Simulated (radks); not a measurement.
Values are calculated unless marked as measured or tabulated.
Neutral iridium: order these configurations by energy. Level of theory: scalar-relativistic Kohn-Sham, r2SCAN, spin-polarised, spherical densities, finite nucleus; meta-GGA in the generalised Kohn-Sham scheme; Fermi nuclear charge, rms radius of each element as measured or else 0.836 A^(1/3) + 0.57 fm (a radial shooting solver on a logarithmic mesh with Libxc functionals). Open shells are filled with parallel spins first. [Xe] 4f14 5d6 6s2 6p1; [Xe] 4f14 5d7 6s1 6p1; [Xe] 4f14 5d7 6s2; [Xe] 4f14 5d8 6p1; [Xe] 4f14 5d8 6s1; [Xe] 4f14 5d9.

Answer. From the lowest, in eV above it: [Xe] 4f14 5d8 6s1 0.000; [Xe] 4f14 5d7 6s2 0.062; [Xe] 4f14 5d9 1.659; [Xe] 4f14 5d7 6s1 6p1 3.934; [Xe] 4f14 5d8 6p1 5.343; [Xe] 4f14 5d6 6s2 6p1 5.490.
